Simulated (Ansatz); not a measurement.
Basis-set series for `NCBF`. Total charge 0; spin multiplicity 1. The structure was optimised at the PBE0-D4/def2-TZVP level. It is one conformer, not always the lowest.

```
functional       basis  functions  energy (Eh)  HOMO (eV)  LUMO (eV)
   PBE0-D4    def2-SVP         81   -220.19117      -6.62      -0.27
   PBE0-D4  def2-TZVPP        194   -220.45182      -6.97      -0.44
   ωB97M-V    def2-SVP         81   -220.34062      -9.03       1.85
   ωB97M-V  def2-TZVPP        194   -220.61013      -9.38       1.51
```

Task: Give the rows for def2-QZVPP. (Estimate.)

Result: The calculation gave: 
```csv
functional,basis,functions,energy (Eh),HOMO (eV),LUMO (eV)
PBE0-D4,def2-QZVPP,378,-220.46474,-7.03,-0.50
ωB97M-V,def2-QZVPP,378,-220.62242,-9.44,1.32
```

Positive LUMOs are unbound and depend on the basis.

Program: Ansatz 0.2.0.
